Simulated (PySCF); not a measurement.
Job for PySCF: R-M06-2X/6-31G* on GaH5N2O (SMILES [NH2][Ga]([NH2])[OH]), a point of a torsion scan.

```python
from pyscf import gto, scf, dft, mp
from pyscf.data.elements import chemcore

mol = gto.M(
    atom='''
    N     1.20779775   -1.16765596    0.01456015
    Ga    0.44763423    0.48497945   -0.09588888
    N    -1.20453099    0.88494466    0.59134463
    O     1.21508771    1.79155291   -0.94822885
    H     2.09519410   -1.40283251   -0.40751375
    H     0.67505533   -2.00133445    0.20763971
    H    -1.47114852    0.43453810    1.45996835
    H    -1.37591059    1.88232228    0.67563662
    H     2.01842477    1.73445712   -1.46039314
    ''',
    basis='6-31g*',
    cart=True,
    charge=0, spin=0, verbose=3, max_memory=1800)
mf = dft.RKS(mol, xc='m062x')
mf.conv_tol = 1e-8
mf.max_cycle = 100
mf.kernel()
if not mf.converged:
    mf = mf.newton().run(mf.mo_coeff, mf.mo_occ)
```

Q: What total energy does the run end on?

A: -2112.2771 hartree.
